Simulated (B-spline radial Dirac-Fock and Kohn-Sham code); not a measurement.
# Binding energies of La⁵⁺ at several levels of theory

System: the La⁵⁺ ion, [Kr] 4d10 5s2 5p4.

The density-functional columns are spherical, spin-unpolarised Dirac-Kohn-Sham results without Breit or QED terms: −ε is minus the orbital energy of the initial state and ΔSCF the difference of two total energies. The reference in the last column comes from Dirac-Fock energy differences between relaxed states, corrected for Breit and QED terms. All numbers are from a radial B-spline solver, in eV; a selection of levels is shown. For the 1s level of heavy atoms much of the gap between ΔSCF and the reference is the Breit and QED part, -147.4 eV here; for other levels the error of the functional can be larger.

```csv
level,PBE −ε,PBE ΔSCF,LDA −ε,LDA ΔSCF,Dirac-Fock
K (1s),38770.2,39170.5,38730.0,39129.2,38993.9
L1 (2s),6215.0,6290.2,6209.9,6285.3,6342.4
L2 (2p1/2),5864.8,5958.2,5862.8,5956.3,5962.1
L3 (2p3/2),5451.6,5538.0,5450.2,5536.7,5554.1
M1 (3s),1371.6,1399.1,1370.2,1397.7,1438.4
M2 (3p1/2),1223.9,1252.4,1223.5,1252.0,1278.3
M3 (3p3/2),1143.4,1170.7,1143.1,1170.5,1197.1
M4 (3d3/2),884.6,915.2,884.9,915.6,919.9
M5 (3d5/2),867.4,897.6,867.7,897.9,903.1
N1 (4s),319.3,332.9,318.7,332.3,350.6
N2 (4p1/2),264.8,278.2,264.6,278.0,289.6
N4 (4d3/2),158.3,170.6,158.4,170.7,170.3
N5 (4d5/2),155.3,167.5,155.4,167.6,167.3
O1 (5s),87.89,95.13,88.22,95.50,95.50
"O2,3 (5p)",69.87,76.45,70.14,76.77,75.33
```

Question: Order the estimates of the K (1s) level by their distance from the Dirac-Fock value, nearest first.
A. PBE ΔSCF
B. PBE −ε
C. LDA −ε
D. LDA ΔSCF

Answer: D (135.2 eV), A (176.6 eV), B (223.7 eV), C (263.9 eV).

Values without a named source are computed, but for edge energies of neutral atoms, which are taken from tables.
